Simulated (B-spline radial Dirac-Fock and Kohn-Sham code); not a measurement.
# Dipole and non-dipole photoemission parameters of Br⁷⁺ 3p1/2

System: bromine as Br⁷⁺ in the configuration [Ar] 3d10; threshold 305.7 eV (orbital energy of the model). These are calculated numbers from a radial atomic solver; the model is Dirac-Hartree-Slater photoionisation with a Latter tail; cross sections with all multipoles, angular parameters from the dipole term and its interference with E2.

For linearly polarised light dσ/dΩ = σ/(4π) [1 + β P₂(cos θ) + (δ + γ cos²θ) sin θ cos φ], with θ from the polarisation vector and φ the angle between the beam and the projection of the electron momentum on the plane normal to the polarisation.

```
hν (eV)  σ (kb)      β       γ      δ
    344     213  0.933   0.197  0.046
    375     203  1.120   0.200  0.028
    400     193  1.221   0.182  0.020
    702    95.8  1.575  -0.016  0.001
    825    73.7  1.600  -0.021  0.001
   1000    52.4  1.611   0.005  0.002
   1010    51.5  1.612   0.007  0.002
   1130    41.5  1.610   0.037  0.003
 1253.6    33.8  1.605   0.073  0.005
   1270    32.9  1.604   0.079  0.005
 1486.9    23.6  1.588   0.149  0.007
   2320       ?      ?       ?      ?
   2440    7.52  1.494   0.449  0.019
   3840    2.33  1.361   0.785  0.041
   4000    2.09  1.348   0.817  0.043
   4320    1.69  1.321   0.876  0.049
   5060    1.09  1.264   0.999  0.062
  10900   0.109  0.948   1.569  0.165
```

Question: Give the values at 2320 eV.

Answer: σ = 8.51 kb, β = 1.506, γ = 0.414, δ = 0.017.
